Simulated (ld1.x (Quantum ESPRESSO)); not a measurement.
Transferability test, TM potential for Tc (Z = 43)

- Element: Tc (Z = 43)
- Generator: ld1.x (Quantum ESPRESSO) 7.5
- Type: norm-conserving Troullier–Martins (Kleinman–Bylander form)
- Functional: BLYP
- Relativity: scalar-relativistic
- Frozen core: [Kr]
- Valence charge: 7
- Reference configuration: 4d5 5s1 5p1
- Partial waves: 5s (bound): rc 2.00 bohr; 5p (bound): rc 3.35 bohr; 4d (bound): rc 2.15 bohr
- Local potential: all-electron potential smoothed inside 3.10 bohr (lloc = -1)
- Core correction: none

Energies are relative to the spin-unpolarised reference configuration 4d5 5s1 5p1; without spin polarisation the order of configurations can differ from experiment.

```csv
valence configuration,charge,ΔE all-electron (eV),error AE − PS (meV)
4d5 5s2 5p0,0,-3.753,+3.3
4d5 5s1 5p0,+1,4.370,+1.8
4d6 5s0 5p0,+1,2.567,-82
4d5 5s0 5p2,0,4.007,-11
4d5.5 5s1.5 5p0,0,-4.342,-17
```

Problem. What are ΔE and the potential's error for 4d5 5s0 5p1?

Solution. ΔE = 8.964 eV all-electron; the error (AE − PS) is +2.1 meV.

Problem. What are ΔE and the potential's error for 4d5 5s0 5p0?

Solution. ΔE = 19.341 eV all-electron; the error (AE − PS) is +41 meV.

Levels in the configuration 4d5 5s0 5p1:

| level | all-electron (eV) | pseudo (eV) |
| --- | --- | --- |
| 4d | -15.128 | -15.116 |
| 5p | -7.538 | -7.514 |

ld1.x printed “convergence not achieved” for 3 of the counted tests; their residual had stalled under 1e-8, short of the target of 1e-14.
